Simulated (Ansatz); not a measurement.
Input file for Ansatz (a program for electronic structure): U-r2SCAN/cc-pVTZ on GaH3O (SMILES [OH][GaH2]), a point of a bond scan (R = 1.058 Å).

Ansatz 0.2 input:
```yaml
crystal:
  periodic: [false, false, false]
  atoms:
    - {symbol: Ga, position_ang: [-0.22521905, -0.28436532, 0.02581913]}
    - {symbol: H, position_ang: [0.06027017, -1.29718128, 1.17225298]}
    - {symbol: H, position_ang: [-1.35945454, -0.30870479, -1.05292543]}
    - {symbol: O, position_ang: [0.93817677, 1.08727522, -0.02402144]}
    - {symbol: H, position_ang: [0.75929899, 1.78658250, -0.79790196]}
basis:
  gaussian:
    orbitals: cc-pVTZ
hamiltonian:
  xc: {name: r2SCAN}
magnetization: {spin_polarized: true, initial_magnetization: 0}
```

The head of its log:

```
WARN ansatz: RAYON_NUM_THREADS=1 ignored (pool sized by the plan → 1); use --threads N
Functional definition: r2SCAN
integrals: 0.03 GiB planned
710 factors; their error is unknown
mean field: 0.39 GiB planned
mean field evaluation 1: about -54468.1046 eV, gradient 4.5e1 eV
mean field evaluation 2: about -54401.1954 eV, gradient 1.2e2 eV
```

**Question.** What total energy does the run end on?

**Answer.** -2001.9033 hartree.
